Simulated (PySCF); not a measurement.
(E)-1-chloro-1-fluoroprop-1-ene (C3H4ClF), SMILES C/C=C(\F)Cl. Heavy atoms are numbered as in [CH3:1]/[CH:2]=[C:3](\[F:4])[Cl:5]. Hydrogens are named by the atom that carries them.

Geometry: B3LYP-D3(BJ)/def2-SVP.

These are PBE/pcSseg-1 (PySCF) values and carry that method's errors.

GIAO shieldings, no solvent; atoms alike by connectivity are averaged. δ = σ(ref) − σ: ¹³C against TMS (σ = 182.0 ppm); ¹⁹F against CFCl3 (σ = 133.6 ppm); ³⁵Cl against HCl (σ = 936.5 ppm); ¹H against TMS (σ = 31.49 ppm), references at their B3LYP-D3(BJ)/def2-TZVP geometries, non-relativistic (without spin–orbit terms, shifts of atoms bonded to Cl or Br come out too high).

Computed chemical shifts:
```json
[
 {"nucleus": "¹³C", "atoms": "C3", "count": "1", "δ (ppm)": "161.3"},
 {"nucleus": "¹³C", "atoms": "C2 (CH)", "count": "1", "δ (ppm)": "107.6"},
 {"nucleus": "¹³C", "atoms": "C1 (CH3)", "count": "1", "δ (ppm)": "16.0"},
 {"nucleus": "¹⁹F", "atoms": "F4", "count": "1", "δ (ppm)": "-93.7"},
 {"nucleus": "³⁵Cl", "atoms": "Cl5", "count": "1", "δ (ppm)": "296.3"},
 {"nucleus": "¹H", "atoms": "H on C2", "count": "1", "δ (ppm)": "4.98"},
 {"nucleus": "¹H", "atoms": "H on C1", "count": "3", "δ (ppm)": "2.11"}
]
```
